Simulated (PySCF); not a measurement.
Correlation energy of O³⁺ (oxygen, charge +3)

[He] 2s2 2p1, 2P determinant. Computed with PySCF 2.14 in dyall-av3z, with no relativity, point nucleus. Frozen: 1s2; 3 electrons correlated; the 14 highest virtual orbitals of each spin left out.

| level | correlation energy (mhartree) |
| --- | --- |
| CCSD | -94.26 |
| (T) | -1.00 |
| CCSD(T) | -95.26 |

Diagnostics: T1 = 0.0057, D1 = 0.0107, largest double amplitude 0.135.

Task: Is a single reference adequate?

Result: Mostly. T1 lies below 0.03, but a double amplitude of this size points to a near-degeneracy that CCSD handles and MP2 describes poorly.
